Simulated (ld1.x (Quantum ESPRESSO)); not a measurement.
## In (Z = 49): one change to a PAW potential, before and after

| Item | Value |
| --- | --- |
| Element | indium (In) |
| Generator | ld1.x (Quantum ESPRESSO) 7.5 |
| Type | PAW |
| Functional | PBE |
| Relativity | scalar-relativistic |
| Frozen core | [Kr] |
| Valence charge | 13 |
| Reference configuration | 4d10 5s1 5p0 (charge +2) |
| Partial waves | 5s (bound): rcut 1.85, rcutus 2.05 bohr; 5s channel at 0.75 Ry: rcut 1.85, rcutus 2.05 bohr; 5p (bound, empty): rcut 1.90, rcutus 2.35 bohr; 5p channel at -0.7 Ry: rcut 1.90, rcutus 2.35 bohr; 4d (bound): rcut 1.45, rcutus 1.75 bohr; 4d channel at -1.8 Ry: rcut 1.45, rcutus 1.75 bohr |
| Local potential | all-electron potential smoothed inside 1.75 bohr (lloc = -1) |
| Core correction | a·sin(br)/r model core, default radius (core density twice the valence density) |
| Augmentation charge | PSQ, inside the norm-conserving radii |

Change: reference 4d10 5s2 5p1.

Cutoffs: the cutoffs (Ry, on a coarse ladder) from which the occupation-weighted sum of valence levels, in a spherical-Bessel basis at the reference potential, stays within 10 and 1 mRy of its value at 400 Ry; they do not see the model core or the augmentation charge, which bear on the density cutoff. Errors are all-electron minus pseudo energies relative to the spin-unpolarised reference configuration.

Q: What does the change do?

A: The potential gets neither clearly harder nor softer (40 Ry and 70 Ry → 45 Ry and 70 Ry); a bound ghost appears in s, which as a rule spoils a file; the range in which the d phases agree narrows (upper end at the end of the scan → 1.8).

```csv
quantity,base,changed
"cutoff, loose",40 Ry,45 Ry
"cutoff, tight",70 Ry,70 Ry
bound ghosts,none,s
"largest error over its own tests, meV",-8.6,-115
s: phases at 2.56 bohr within 0.05 rad from the reference energy up to (Ry; the scan ends near 5),to the end of the scan,4.9
p: phases at 2.56 bohr within 0.05 rad from the reference energy up to (Ry; the scan ends near 5),2.5,2.0
d: phases at 2.56 bohr within 0.05 rad from the reference energy up to (Ry; the scan ends near 5),to the end of the scan,1.8
lowest overlap eigenvalue by channel,"s 0.48, p 0.50, d 0.96","s 0.45, p 0.55, d 0.88"
```

 A true bound ghost makes a file unfit for plane-wave use even where its test errors are small: the radial tests pick states by their node count and pass the ghost by.
